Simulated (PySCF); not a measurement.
CH₅Ge, doublet, geometry from GFN2-xTB; PBE0/6-31G** (PySCF).

PySCF was given this input:
```python
from pyscf import gto, scf, dft

mol = gto.M(
    atom='''
C     1.54512542   -0.15900853   -0.01329604
Ge   -0.33943263    0.03652490    0.00223250
H     2.21744828    0.67692171   -0.08966517
H     2.01989513   -1.12199650    0.06378165
H    -0.93113477   -0.41924695    1.30185281
H    -0.73008413    1.45730988   -0.21528966
H    -0.98503269   -0.80773389   -1.05234335
''',
    basis='6-31g**',
    spin=1,
    verbose=4,
)

mf = dft.UKS(mol)
mf.xc = 'pbe0'
mf.kernel()
```

What the program printed (banner, timings and long lists left out):

```
PySCF version 2.14.0

[INPUT] verbose = 4
[INPUT] num. atoms = 7
[INPUT] num. electrons = 43
[INPUT] charge = 0
[INPUT] spin (= nelec alpha-beta = 2S) = 1
[INPUT] symmetry False subgroup None
[INPUT] Mole.unit = angstrom
[INPUT] Symbol           X                Y                Z      unit          X                Y                Z       unit  Magmom
[INPUT]  1 C      1.545125420000  -0.159008530000  -0.013296040000 AA    2.919863871904  -0.300482573170  -0.025125874141 Bohr   0.0
[INPUT]  2 Ge    -0.339432630000   0.036524900000   0.002232500000 AA   -0.641434708441   0.069022057727   0.004218813573 Bohr   0.0
[INPUT]  3 H      2.217448280000   0.676921710000  -0.089665170000 AA    4.190369944588   1.279196639672  -0.169442614213 Bohr   0.0
[INPUT]  4 H      2.019895130000  -1.121996500000   0.063781650000 AA    3.817048596043  -2.120266097721   0.120529850273 Bohr   0.0
[INPUT]  5 H     -0.931134770000  -0.419246950000   1.301852810000 AA   -1.759589700360  -0.792261914059   2.460145265395 Bohr   0.0
[INPUT]  6 H     -0.730084130000   1.457309880000  -0.215289660000 AA   -1.379659053591   2.753916551823  -0.406838494851 Bohr   0.0
[INPUT]  7 H     -0.985032690000  -0.807733890000  -1.052343350000 AA   -1.861442007844  -1.526395833630  -1.988640720507 Bohr   0.0

nuclear repulsion = 111.633757196543
number of shells = 33
number of NR pGTOs = 157
number of NR cGTOs = 71
basis = 6-31g**
ecp = {}

******** <class 'pyscf.dft.uks.UKS'> ********
method = UKS
initial guess = minao
damping factor = 0
level_shift factor = 0
DIIS = <class 'pyscf.scf.diis.CDIIS'>
diis_start_cycle = 1
diis_space = 8
diis_damp = 0
SCF conv_tol = 1e-09
SCF conv_tol_grad = None
SCF max_cycles = 50
direct_scf = True
direct_scf_tol = 1e-13
number electrons alpha = 22  beta = 21
XC library pyscf.dft.libxc version 7.1.2
    S. Lehtola, C. Steigemann, M. J. T. Oliveira, and M. A. L. Marques,  SoftwareX 7, 1–5 (2018)
XC functionals = pbe0
    C. Adamo and V. Barone,  J. Chem. Phys. 110, 6158 (1999)
    M. Ernzerhof and G. E. Scuseria,  J. Chem. Phys. 110, 5029 (1999)
radial grids:
    Treutler-Ahlrichs [JCP 102, 346 (1995); DOI:10.1063/1.469408] (M4) radial grids

becke partition: Becke, JCP 88, 2547 (1988); DOI:10.1063/1.454033
pruning grids: <function nwchem_prune>
grids dens level: 3
symmetrized grids: False
atomic radii adjust function: <function treutler_atomic_radii_adjust>
small_rho_cutoff = 0
Set gradient conv threshold to 3.16228e-05
tot grids = 83800
init E= -2116.7489680373

cycle= 1 E= -2117.41479372389  delta_E= -0.666  |g|= 0.269  |ddm|= 1.61
cycle= 2 E= -2117.41474622045  delta_E= 4.75e-05  |g|= 0.287  |ddm|= 0.294
cycle= 3 E= -2117.43527981613  delta_E= -0.0205  |g|= 0.0124  |ddm|= 0.173
cycle= 4 E= -2117.43544507533  delta_E= -0.000165  |g|= 0.00542  |ddm|= 0.0263
cycle= 5 E= -2117.43546907531  delta_E= -2.4e-05  |g|= 0.00202  |ddm|= 0.00902
cycle= 6 E= -2117.43547241954  delta_E= -3.34e-06  |g|= 0.000821  |ddm|= 0.0031
cycle= 7 E= -2117.4354729243  delta_E= -5.05e-07  |g|= 0.00014  |ddm|= 0.00147
cycle= 8 E= -2117.43547294391  delta_E= -1.96e-08  |g|= 3.64e-05  |ddm|= 0.000309
cycle= 9 E= -2117.43547294512  delta_E= -1.21e-09  |g|= 4.72e-06  |ddm|= 6.3e-05
cycle= 10 E= -2117.43547294515  delta_E= -2.91e-11  |g|= 1.18e-06  |ddm|= 1.02e-05
Extra cycle  E= -2117.43547294515  delta_E= 3.64e-12  |g|= 6.26e-07  |ddm|= 2.56e-06
converged SCF energy = -2117.43547294515  <S^2> = 0.75480669  2S+1 = 2.0048009
```
